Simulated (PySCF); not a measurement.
A structure optimised at PBE0-D3(BJ)/def2-SVP, used in a PySCF frequency run:

```
Ge
H 1 1.5419
C 1 1.9496 2 110.92
H 3 1.0994 1 110.28 2 180.00
H 3 1.1001 4 108.65 1 -121.28
H 3 1.1001 4 108.65 5 -117.44
C 1 1.9830 2 115.02 3 -139.45
H 7 1.1023 1 119.89 2 23.39
H 7 1.1109 8 108.31 1 -128.71
N 7 1.4608 8 114.07 9 -129.87
H 10 1.0178 7 115.68 8 85.41
C 10 1.4608 11 115.68 7 -125.08
H 12 1.1023 10 114.07 11 -85.41
H 12 1.1109 13 108.31 10 -129.87
```
Charge 0, spin multiplicity 1.

### Question
Write its SMILES, formula and point group.

### Answer
[CH3][GeH]1[CH2]N[CH2]1, C₃H₉GeN, Cs

### Question
What are its rotational constants (standard atomic weights)?

### Answer
6.8717, 2.4825, 2.2482 GHz
